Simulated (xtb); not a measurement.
Job for xtb: GFN-FF on H2N2S (a complex), monomers drawn apart or pushed together.

```
$ xtb mol.xyz --gfnff --sp --chrg 0 --uhf 0
5

N      0.40772971    -0.85728750    -0.59430610
N      0.18693513     0.07186987    -0.06743402
S     -0.43153926     0.53007563     4.06436791
H     -0.47958998     1.13085349     2.86513242
H      0.89422946     0.71401320     4.16932656
```

Question: Predict the final total energy.

Answer: -0.6917 hartree.
